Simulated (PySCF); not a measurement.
C2H13NSi3, SMILES C[SiH](C)N[SiH2][SiH3]. Atoms are numbered in the order given.

```xyz
19

C     -2.1005    -1.6183    -0.0518
Si    -1.7793     0.1467    -0.6250
C     -2.7820     1.3907     0.3780
N     -0.0693     0.5371    -0.4082
Si     1.3678    -0.4586    -0.5601
Si     2.8895     0.1731     1.1230
H     -1.5582    -2.3626    -0.6685
H     -1.7916    -1.7553     1.0046
H     -3.1840    -1.8443    -0.1295
H     -2.2023     0.2614    -2.0739
H     -3.8691     1.2075     0.2540
H     -2.5375     1.3169     1.4573
H     -2.5823     2.4319     0.0501
H      0.1227     1.5442    -0.3594
H      2.0564    -0.3586    -1.9048
H      0.9597    -1.8954    -0.3796
H      3.1268     1.6616     1.0534
H      4.2208    -0.5193     0.9814
H      2.3268    -0.1390     2.4855
```

Geometry optimised at PBE-D3(BJ)/def2-SVP. This is a generated structure with no PubChem entry under its InChIKey; it may be hypothetical. The values are those of a single conformer.

These are PBE-D3(BJ)/def2-SVP (PySCF) values and carry that method's errors.

Frequencies are harmonic and unscaled.

A small imaginary wavenumber (i) marks a very flat motion, where grid noise or a shallow saddle decides the sign.

### Question
Estimate the vibrational spectrum. (The exact figures need the calculation; the answer reports its results.)

### Answer

| mode | ν (cm⁻¹) | IR (km/mol) | moving atoms (share of kinetic energy) |
|---|---|---|---|
| 1 | 4i | 0.2 | Si 43 %, H 31 %, C 25 % |
| 2 | 27 | 0.4 | N 28 %, H 26 %, Si 26 %, C 20 % |
| 3 | 85 | 0.5 | H 58 %, Si 20 %, C 13 %, N 9 % |
| 4 | 121 | 0.2 | H 70 %, Si 13 %, C 10 % |
| 5 | 144 | 0.6 | Si 37 %, H 31 %, C 17 %, N 15 % |
| 6 | 158 | 0.1 | H 91 % |
| 7 | 169 | 0.2 | H 86 %, C 8 % |
| 8 | 193 | 1.2 | H 44 %, C 40 %, Si 13 % |
| 9 | 240 | 0.1 | Si 38 %, H 31 %, C 22 %, N 10 % |
| 10 | 270 | 1.1 | H 36 %, Si 35 %, N 18 %, C 11 % |
| 11 | 343 | 24.2 | H 89 % |
| 12 | 381 | 60.0 | H 85 %, N 13 % |
| 13 | 411 | 1.8 | Si 67 %, H 29 % |
| 14 | 488 | 9.1 | H 62 %, Si 35 % |
| 15 | 562 | 4.9 | H 59 %, Si 27 %, N 8 % |
| 16 | 594 | 4.7 | H 83 %, C 8 % |
| 17 | 611 | 2.7 | H 54 %, C 24 %, Si 12 %, N 11 % |
| 18 | 660 | 0.2 | H 41 %, C 29 %, Si 22 % |
| 19 | 679 | 4.9 | H 60 %, C 27 %, Si 11 % |
| 20 | 713 | 20.7 | H 70 %, C 13 %, Si 13 % |
| 21 | 720 | 27.6 | H 69 %, C 15 %, Si 11 % |
| 22 | 773 | 227.0 | H 67 %, Si 15 %, C 11 % |
| 23 | 788 | 416.5 | H 74 %, Si 13 % |
| 24 | 824 | 58.0 | H 63 %, C 23 %, Si 12 % |
| 25 | 853 | 15.3 | H 88 %, Si 10 % |
| 26 | 882 | 194.0 | H 75 %, Si 14 %, C 10 % |
| 27 | 883 | 105.0 | H 79 %, Si 10 %, C 10 % |
| 28 | 899 | 1.7 | H 91 % |
| 29 | 902 | 42.9 | H 97 % |
| 30 | 919 | 148.6 | H 65 %, N 21 %, Si 13 % |
| 31 | 925 | 99.7 | H 62 %, N 26 %, Si 12 % |
| 32 | 1153 | 217.4 | H 71 %, N 26 % |
| 33 | 1215 | 39.3 | H 77 %, C 22 % |
| 34 | 1221 | 18.9 | H 79 %, C 21 % |
| 35 | 1377 | 2.0 | H 96 % |
| 36 | 1378 | 1.6 | H 96 % |
| 37 | 1385 | 4.4 | H 96 % |
| 38 | 1391 | 7.7 | H 96 % |
| 39 | 2100 | 68.6 | H 97 % |
| 40 | 2109 | 258.1 | H 97 % |
| 41 | 2138 | 58.3 | H 98 % |
| 42 | 2151 | 58.1 | H 96 % |
| 43 | 2159 | 101.3 | H 96 % |
| 44 | 2166 | 107.5 | H 97 % |
| 45 | 2971 | 3.1 | H 97 % |
| 46 | 2976 | 1.8 | H 97 % |
| 47 | 3069 | 5.3 | H 91 %, C 9 % |
| 48 | 3073 | 3.3 | H 91 %, C 9 % |
| 49 | 3075 | 7.5 | H 91 %, C 9 % |
| 50 | 3081 | 2.8 | H 91 %, C 9 % |
| 51 | 3485 | 17.9 | H 93 % |
